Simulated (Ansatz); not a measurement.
Ansatz (a program for electronic structure) input (PBE0/def2-TZVP):

Ansatz 0.2 input:
```yaml
crystal:
  periodic: [false, false, false]
  atoms:
    - {symbol: Cl, position_ang: [-0.04437157, -1.69641557, 0.34948186]}
    - {symbol: Si, position_ang: [-0.52029828, 0.06651973, -0.60843415]}
    - {symbol: Cl, position_ang: [0.47564959, 1.64401686, 0.26999675]}
    - {symbol: H, position_ang: [-0.04755029, -0.04049805, -2.01305818]}
basis:
  gaussian:
    orbitals: def2-TZVP
hamiltonian:
  xc: {name: PBE0}
magnetization: {spin_polarized: true, initial_magnetization: 1}
relax: {f_tol: 0.003, max_steps: 100}
```

Output:

```
Functional definition: PBE0
integrals: 0.04 GiB planned
848 factors; their error is unknown
mean field: 0.56 GiB planned
mean field evaluation 1: about -32929.4604 eV, gradient 9.3e0 eV
mean field evaluation 2: about -32929.7217 eV, gradient 7.8e0 eV
mean field evaluation 4: about -32929.9601 eV, gradient 6.7e-1 eV
mean field evaluation 8: about -32930.0716 eV, gradient 9.3e-2 eV
mean field evaluation 16: about -32930.0717 eV, gradient 8.0e-5 eV
mean field -32930.07166576 eV, -1210.1578129123 hartree, gradient 8.0e-5 eV, S^2 0.752469; 0 other end points of the search recorded, 0 dependent functions left out
the calculation of the forces begins
reference -32930.07169248 eV, -1210.1578138944 hartree; 25, 24 occupied and 92, 93 virtual orbitals, 848 factors
relax step   1: F+E_penalty+E_count = -32930.07166576 eV  Δ(F+E_penalty+E_count) = +0.000e0 eV  max|allowed force component| = 2.676e-1 eV/Å  Δτ_max = 0.0000 Å  (29 SCF iters, accepted)
these checks for a lower state are left out or cut short: starts, cluster_reference, orbital_swaps, neighbouring_geometries, increment
integrals: 0.04 GiB planned
848 factors; their error is unknown
mean field: 0.56 GiB planned
mean field -32930.07563393 eV, -1210.1579587400 hartree, gradient 5.8e-5 eV, S^2 0.752434; 0 other end points of the search recorded, 0 dependent functions left out
the calculation of the forces begins
reference -32930.07566060 eV, -1210.1579597202 hartree; 25, 24 occupied and 92, 93 virtual orbitals, 848 factors
relax step   2: F+E_penalty+E_count = -32930.07563393 eV  Δ(F+E_penalty+E_count) = -3.968e-3 eV  max|allowed force component| = 2.703e-2 eV/Å  Δτ_max = 0.0115 Å  (30 SCF iters, accepted)
these checks for a lower state are left out or cut short: starts, cluster_reference, orbital_swaps, neighbouring_geometries, increment
integrals: 0.04 GiB planned
848 factors; their error is unknown
mean field: 0.56 GiB planned
mean field -32930.07565300 eV, -1210.1579594410 hartree, gradient 7.1e-5 eV, S^2 0.752430; 0 other end points of the search recorded, 0 dependent functions left out
the calculation of the forces begins
reference -32930.07567968 eV, -1210.1579604212 hartree; 25, 24 occupied and 92, 93 virtual orbitals, 848 factors
relax step   3: F+E_penalty+E_count = -32930.07565300 eV  Δ(F+E_penalty+E_count) = -1.907e-5 eV  max|allowed force component| = 5.900e-3 eV/Å  Δτ_max = 0.0020 Å  (23 SCF iters, accepted)
these checks for a lower state are left out or cut short: starts, cluster_reference, orbital_swaps, neighbouring_geometries, increment
integrals: 0.04 GiB planned
848 factors; their error is unknown
mean field: 0.56 GiB planned
mean field evaluation 32: about -32930.0757 eV, gradient 2.3e-5 eV
mean field -32930.07565634 eV, -1210.1579595635 hartree, gradient 2.3e-5 eV, S^2 0.752432; 0 other end points of the search recorded, 0 dependent functions left out
the calculation of the forces begins
reference -32930.07568301 eV, -1210.1579605437 hartree; 25, 24 occupied and 92, 93 virtual orbitals, 848 factors
relax step   4: F+E_penalty+E_count = -32930.07565634 eV  Δ(F+E_penalty+E_count) = -3.334e-6 eV  max|allowed force component| = 6.805e-4 eV/Å  Δτ_max = 0.0007 Å  (21 SCF iters, accepted)
integrals: 0.04 GiB planned
848 factors; their error is unknown
mean field: 0.56 GiB planned
mean field -32930.07565634 eV, -1210.1579595635 hartree, gradient 2.3e-5 eV, S^2 0.752432; 1 other end points of the search recorded, 0 dependent functions left out
the calculation of the forces begins
reference -32930.07568301 eV, -1210.1579605437 hartree; 25, 24 occupied and 92, 93 virtual orbitals, 848 factors
Total energy: -32930.07568301 eV, -1210.1579605437 hartree
Atom 0 at    -0.045353    -1.685588     0.347634 Å, force     0.000024    -0.000387     0.000309 eV/Å
Atom 1 at    -0.513728     0.065597    -0.604227 Å, force    -0.000192     0.000032     0.000080 eV/Å
Atom 2 at     0.471412     1.633926     0.268647 Å, force     0.000143     0.000375     0.000291 eV/Å
Atom 3 at    -0.048902    -0.040312    -2.014067 Å, force     0.000025    -0.000020    -0.000681 eV/Å
Dipole moment:    -0.109417     0.012788    -0.178441 e Å
```

It need not be the lowest isomer of its formula.
